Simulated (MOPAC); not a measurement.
MOPAC input (PM7):

```
PM7 FORCE THERMO(298,298) PRECISE LET GEO-OK AUX(PRECISION=9) THREADS=1
F2Sr

Sr   -0.10728443 1    0.05547354 1    0.08195349 1
F    -0.31261931 1    1.34212991 1   -1.05748209 1
F     0.09801060 1   -1.23115319 1    1.22140961 1
```

From the output:

```
     F    3   2.978845   0.068849   2.968058

          HEAT OF FORMATION =    -208.542462 KCALS/MOLE

          ZERO POINT ENERGY       1.935 KCAL/MOL

           NORMAL COORDINATE ANALYSIS (Total motion = 1 Angstrom)

   Root No.       1         2         3         4

                 1 Piu     1 Piu     1 Sig     1 Siu

                 111.1     111.1     514.1     617.4

           1   -0.0000   -0.0000   -0.0000   -0.1782
           2   -0.1782   -0.0036    0.0000    0.0000
           3    0.0036   -0.1782   -0.0000   -0.0000
           4    0.0000    0.0000    0.5000    0.4109
           5    0.4108    0.0083   -0.0000    0.0000
           6   -0.0083    0.4108    0.0000    0.0000
           7    0.0000    0.0000   -0.5000    0.4109
           8    0.4108    0.0083    0.0000   -0.0000
           9   -0.0083    0.4108   -0.0000    0.0000

           MASS-WEIGHTED COORDINATE ANALYSIS (NORMAL COORDINATES)

   Root No.       1         2         3         4

                 1 Piu     1 Piu     1 Sig     1 Siu

                 111.1     111.1     514.1     617.4

           1   -0.0000   -0.0000   -0.0000   -0.5500
           2   -0.5499   -0.0110    0.0000    0.0000
           3    0.0110   -0.5499    0.0000   -0.0000
           4    0.0000    0.0000    0.7071    0.5906
           5    0.5904    0.0119   -0.0000    0.0000
           6   -0.0119    0.5904    0.0000    0.0000
           7    0.0000    0.0000   -0.7071    0.5906
           8    0.5904    0.0119    0.0000   -0.0000
           9   -0.0119    0.5904   -0.0000    0.0000

          DESCRIPTION OF VIBRATIONS

 VIBRATION          2    1Piu        ATOM PAIR     ENERGY CONTRIBUTION    RADIAL
 FREQUENCY           111.09         Sr1 -- F 3         +50.0% ( 65.1%)      0.0%
 TRANSITION DIPOLE   3.7217         Sr1 -- F 2         +50.0% ( 65.1%)      0.0%
 TRAVEL (Ang.)       0.2191
 REDUCED MASS       12.6385
 EFFECTIVE MASS     34.4766
 FORCE CONSTANT      0.0919

 VIBRATION          3    1Sig        ATOM PAIR     ENERGY CONTRIBUTION    RADIAL
 FREQUENCY           514.14         Sr1 -- F 2         +50.0% ( 70.8%)    100.0%
 TRANSITION DIPOLE   0.0000         Sr1 -- F 3         +50.0% ( 70.8%)    100.0%
 TRAVEL (Ang.)       0.1175
 REDUCED MASS        9.4992
 EFFECTIVE MASS     18.9984
 FORCE CONSTANT      1.4794

 VIBRATION          4    1Siu        ATOM PAIR     ENERGY CONTRIBUTION    RADIAL
 FREQUENCY           617.35         Sr1 -- F 3         +50.0% ( 73.8%)    100.0%
 TRANSITION DIPOLE   4.7158         Sr1 -- F 2         +50.0% ( 73.8%)    100.0%
 TRAVEL (Ang.)       0.0930
 REDUCED MASS       12.6385
 EFFECTIVE MASS     34.4766
 FORCE CONSTANT      2.8380

      SYMMETRY NUMBER FOR POINT-GROUP D*h =  2

          SYSTEM IS A GROUND STATE

 F2Sr

          MOLECULE IS LINEAR

          THERE ARE  4 GENUINE VIBRATIONS IN THIS SYSTEM
          THIS THERMODYNAMICS CALCULATION IS LIMITED TO
          MOLECULES WHICH HAVE NO INTERNAL ROTATIONS

                    CALCULATED THERMODYNAMIC PROPERTIES
                                          *
   TEMP. (K)   PARTITION FUNCTION   H.O.F.    ENTHALPY  HEAT CAPACITY ENTROPY
                                   KCAL/MOL   CAL/MOLE    CAL/K/MOL  CAL/K/MOL

 298.00  VIB.     0.6670D+01                  1123.4047     6.0931     7.5409
         ROT.     0.6993D+03                   592.1869     1.9872    15.0036
         INT.     0.4665D+04                  1715.5915     8.0803    22.5445
         TRA.     0.1361D+28                  1480.4672     4.9680    40.3956
         TOT.                     -208.542    3196.0587    13.0484    62.9401

   *: NOTE: HEATS OF FORMATION ARE RELATIVE TO THE
            ELEMENTS IN THEIR STANDARD STATE AT 298K
              (=  Standard Enthalpy of Formation).

            Hvib:  Zero-point energy is not included.
                   frequencies of less than zero cm-1 are not included.
            Hrot = (3/2)RT
            Htra = (3/2)RT + pV = (5/2)RT

            Heat capacity is Cp, not Cv

          For more information, see: HTTP://OpenMOPAC.net/Manual/thermochemistry.html

           FORCE CONSTANT IN CARTESIAN COORDINATES (Millidynes/A)

    ATOM   CHEMICAL       X               Y               Z
   NUMBER   SYMBOL  FORCE CONSTANT  FORCE CONSTANT  FORCE CONSTANT

      1      Sr        5.951363        0.192718        0.192718
      2       F        2.967291        0.048038        0.048038
      3       F        2.967291        0.048038        0.048038

 **********************
 *                    *
 * JOB ENDED NORMALLY *
 *                    *
 **********************

 == MOPAC DONE ==
```
